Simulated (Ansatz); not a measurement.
Reaction (silylene loss): `CC(C)N[SiH3]` → `CC(C)N` + `[SiH2]`

Gas-phase electronic energies from Ansatz, PBE0-D4/def2-TZVP geometries. CCSD(T)/CBS adds triple-zeta CCSD(T) − MP2 to the extrapolated MP2 energy (def2 sets, frozen cores). This one scheme is used for every species. Each species was taken in one conformer, which may not be the lowest.

`CC(C)N[SiH3]`:

```xyz
16

C     0.616    1.328   -0.166
C     0.667   -0.170    0.073
C     1.468   -0.869   -1.011
N    -0.681   -0.718    0.118
Si   -2.026   -0.020    0.931
H     0.069    1.847    0.627
H     1.625    1.744   -0.192
H     0.123    1.547   -1.117
H     1.181   -0.336    1.034
H     2.495   -0.498   -1.037
H     1.010   -0.700   -1.989
H     1.508   -1.948   -0.835
H    -0.692   -1.724    0.048
H    -2.525    1.200    0.244
H    -1.745    0.374    2.346
H    -3.090   -1.059    0.926
```

`CC(C)N`:

Cartesian coordinates in Å:
```
C 0.240 0.228 1.349
C -0.161 -0.323 -0.007
C -0.734 0.763 -0.898
N 1.019 -0.888 -0.653
H 0.651 -0.559 1.988
H 1.005 1.000 1.229
H -0.619 0.662 1.864
H -0.949 -1.078 0.154
H -1.621 1.212 -0.446
H -1.024 0.361 -1.874
H 0.011 1.546 -1.064
H 1.408 -1.636 -0.092
H 0.775 -1.288 -1.552
```

`[SiH2]`:

```xyz
3

Si    0.150   -0.185    0.671
H    -0.985   -0.505   -0.297
H     0.835    0.691   -0.374
```

```
       species  CCSD(T)/CBS(def2) energy (Eh)
`CC(C)N[SiH3]`                     -464.57848
      `CC(C)N`                     -174.28253
      `[SiH2]`                     -290.19011
```

**Question.** Work out ΔE.

**Answer.** ΔE = (-174.28253) + (-290.19011) − (-464.57848) = 0.10584 Eh = +66.4 kcal/mol.

Largest T1 diagnostic among the species: 0.014.

In def2-TZVPP, CCSD(T) changes the Hartree–Fock value by +2.4 kcal/mol (the triples alone add +1.0 kcal/mol) and MP2 by +7.7 kcal/mol. From BLYP to BHLYP (50 % exact exchange), in def2-TZVPP and without D4, ΔE moves by +7.4 kcal/mol.
